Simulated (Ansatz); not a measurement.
A nudged elastic band was laid between two geometries of BClFH2N + H2O (9 atoms, charge 0, multiplicity 1).

These are results of RKS r2SCANh-D4/def2-SVP (Ansatz), not measurements.

| Property | Result |
| --- | --- |
| movable images | 9 |
| climbing image | yes |
| spring | 5.0 eV/Å² |
| optimiser | quadratic models (default) |
| start path | through a guess of the saddle point |
| force threshold | 0.05 eV/Å |
| iteration limit | 59 |
| end points | relaxed |

Initial state:

```xyz
9
Properties=species:S:1:pos:R:3
B 0.083 -0.266 -0.182
F 0.006 -0.656 1.091
N 1.299 -0.201 -0.845
H 2.171 -0.306 -0.346
H 1.385 0.115 -1.799
Cl -1.452 0.001 -1.053
O -0.219 2.158 1.049
H -1.050 2.149 0.562
H -0.390 1.547 1.775
```

Final state:

```xyz
9
Properties=species:S:1:pos:R:3
B -0.239 0.562 -0.636
F 1.242 0.541 2.146
N 0.955 -0.144 -0.642
H 1.319 -0.613 -1.456
H 1.509 -0.208 0.206
Cl -1.254 0.707 -2.095
O -0.661 1.172 0.527
H -1.497 1.640 0.448
H 0.459 0.885 1.754
```

Q: Which bonds break or form, and what moves?

A: Bonds broken: B1–F2, O7–H9. Bonds formed: B1–O7, F2–H9. BClFH2N + H2O becomes BClH3NO + FH.

Q: What energy profile does the band end with?

A: The run converged. The highest image is number 5 of 0 to 10, 1.07 eV above the first end and 1.12 eV above the last; the last end lies 0.04 eV below the first. The profile has 2 maxima (images 3, 5) with wells between them (image 4): this band takes more than one step, which may be the mechanism or a detour left from its start path. A vibrational analysis at the climbing image gives one clearly imaginary mode, 930i cm⁻¹: a first-order saddle point. The orbitals stay closed-shell, which can raise the energy where a bond breaks towards radicals; this wasn't checked here.

```
image  path coordinate (Å)  energy (eV)  B1–F2 (Å)  O7–H9 (Å)  B1–O7 (Å)
    0                 0.00         0.00       1.33       0.96       2.73
    1                 0.93         0.19       1.35       0.97       1.94
    2                 1.87         0.30       1.36       0.97       1.70
    3                 2.80         0.41       1.37       0.97       1.75
    4                 3.73         0.25       1.38       0.97       1.80
    5                 4.67         1.07       1.71       1.19       1.52
    6                 5.40         0.21       2.50       1.66       1.39
    7                 6.13         0.10       2.95       1.73       1.38
    8                 6.86         0.07       3.05       1.70       1.38
    9                 7.59        -0.01       3.11       1.68       1.38
   10                 8.33        -0.04       3.15       1.69       1.38
```

Q: What is the geometry of the highest image?

A: 
```xyz
9
Properties=species:S:1:pos:R:3
B 0.012 0.317 -0.106
F 0.095 -0.095 1.548
N 1.214 0.128 -0.821
H 1.397 -0.762 -1.260
H 2.055 0.598 -0.515
Cl -1.505 -0.444 -0.718
O -0.200 1.721 0.445
H -1.098 2.022 0.254
H -0.139 1.056 1.424
```

Time of the run: 8.3 min on 4 threads of Intel(R) Xeon(R) Platinum 8259CL CPU @ 2.50GHz (Skylake/Cascade Lake) (shared host), peak memory 0.26 GiB.
